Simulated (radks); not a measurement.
Spherical quantum dot in the effective-mass picture: electrons in a parabolic well V = omega^2 r^2 / 2 with omega = 0.191, with a point charge +1 (a donor) at the centre, all in effective atomic units (hartree* = m*/eps^2 hartree, bohr* = eps/m* bohr), one dielectric constant everywhere. Method: non-relativistic Kohn-Sham, exchange-only LDA, spin-polarised, spherical densities; computed with a radial shooting solver with Libxc functionals. Levels are named by radial order and angular momentum (1s, 1p, 1d, 2s, ...), and open shells are averaged over m.

N = 22, configuration 1s2 1p6 1d10 2s2 1f(up 2, down 0). This is the lowest configuration that the search found. Occupied and some empty levels:

level    occupation  eigenvalue (hartree*)  <r> (bohr*)
1s down           1                 3.5572        2.826
1s up             1                 3.5575        2.981
1p up             3                 3.6530        6.089
1p down           3                 3.6627        5.966
2s up             1                 3.6650        5.481
2s down           1                 3.6744        5.532
1d up             5                 3.7146        6.728
1d down           5                 3.7269        6.664
1f up             2                 3.7872        7.192
1f down           0                 3.8009        7.161
2p up             0                 3.8308        5.834
2p down           0                 3.8371        5.868
1g up             0                 3.8700        7.578
1g down           0                 3.8844        7.568
2d up             0                 3.9313        6.572
2d down           0                 3.9385        6.572

Energy (hartree*): total 46.9007, kinetic 3.0467, external 11.742, Hartree 35.368, exchange-correlation -3.2558.

Electron density:

r (bohr*)  n(r) (e/bohr*^3)
0.258                0.2403
0.905               0.07370
1.55                0.02676
2.20                0.01207
2.85               0.007764
3.50               0.007320
4.14               0.008309
4.79               0.009523
5.44                0.01022
6.08               0.009948
6.73               0.008612
7.38               0.006493
8.03               0.004172
8.67               0.002246
9.32              0.0009992
9.97              0.0003654
10.6              0.0001088
11.3             0.00002714
11.9              5.457e-06
12.6              9.001e-07
